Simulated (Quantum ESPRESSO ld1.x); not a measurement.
The numbers below are computed, except where a source is named.
Problem. Ga2+, configuration [Ar] 3d10 4s1 (the NIST ground configuration). Level of theory: scalar-relativistic Kohn-Sham, OLYP, spin-unpolarised, spherical densities, point nucleus (ld1.x of Quantum ESPRESSO 7.5). Some entries of the table are withheld. Estimate them.

orbital  occ.  eigenvalue (hartree)  <r> (bohr)  <1/r> (bohr^-1)
1s          2              -376.644     0.04861            31.30
2s          2              -47.1765      0.2178            6.848
2p          6              -41.1742      0.1907            6.715
3s          2              -6.20297      0.6517            2.184
3p          6              -4.39168      0.6785            2.031
3d         10              -1.45365      0.7923            1.667
4s          1                   (1)       2.102           0.6225
4p          0              -0.64120       2.597           0.4955
5s          0              -0.35345       4.751           0.2811
4d          0              -0.31862       4.120           0.3036
4f          0              -0.15477         (2)           0.1728

Solution. 
(1) 4s eigenvalue (hartree): -0.93938
(2) 4f <r> (bohr): 6.619
